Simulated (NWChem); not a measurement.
MoH₃Cl₃; SMILES [Cl][MoH3]([Cl])[Cl]

Results from NWChem. Geometry: optimised at PBE0/def2-SVP. def2 effective core potentials on Mo; no spin-orbit coupling. Level r2SCAN/def2-SVP: energy and gradient on several grids; changes count from the extra-fine grid, which is no exact limit either.

| grid | size of the energy change (μHa) | largest change of a gradient component (μHa/bohr) | time, medium = 1 (rough) |
|---|---|---|---|
| xcoarse | 2000 | 10000 | about 1 |
| coarse | 40 | 1000 | about 1 |
| medium | 30 | < 30 | about 1 |
| fine | < 10 | < 30 | about 1 |
| xfine | < 10 | < 30 | 2 |
